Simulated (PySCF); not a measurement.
Predicted microwave data (PBE0/pcSseg-1 in PySCF (dipole) on a GFN2-xTB geometry, gas phase) for one isomer of C5H13ClO2Si:

| Quantity | Value |
| --- | --- |
| Rotational constants | A = 1553, B = 702.3, C = 523.0 MHz |
| Dipole components | \|μa\| = 2.29 D, \|μb\| = 0.81 D, \|μc\| = 0.57 D |
| Inertial defect | -78.65 u·Å² |
| κ | -0.65 |

**Question.** Which candidate fits, each taken in the one conformer that was computed?
A. `[CH3:1][O:2][CH2:3][Si@@H:4]([Cl:5])[C@H:6]([CH3:7])[O:8][CH3:9]` with C1–O2–C3–Si4 67°, O2–C3–Si4–Cl5 38°, C3–Si4–C6–C7 174°, Si4–C6–O8–C9 -169°
B. `[CH3:1][CH2:2][O:3][Si@@H:4]([Cl:5])[C@H:6]([CH3:7])[O:8][CH3:9]` with C1–C2–O3–Si4 -156°, C2–O3–Si4–Cl5 47°, O3–Si4–C6–C7 -68°, Si4–C6–O8–C9 -164°

**Answer.** A. It is COC[Si@@H](Cl)[C@H](C)OC, an asymmetric top, point group C1. The candidates at the same level (rigid rotor, commonest isotopes):

| SMILES | A (MHz) | B (MHz) | C (MHz) | μa (D) | μb (D) | μc (D) | Δ (u·Å²) | point group | rotor |
| --- | --- | --- | --- | --- | --- | --- | --- | --- | --- |
| COC[Si@@H](Cl)[C@H](C)OC | 1553 | 702.3 | 523.0 | 2.29 | 0.81 | 0.57 | -78.65 | C1 | asymmetric top |
| CCO[Si@@H](Cl)[C@H](C)OC | 1699 | 645.9 | 548.0 | 0.47 | 2.05 | 0.10 | -157.71 | C1 | asymmetric top |

`CCO[Si@@H](Cl)[C@H](C)OC` has A 9 % too high. No structure here is proved a minimum.
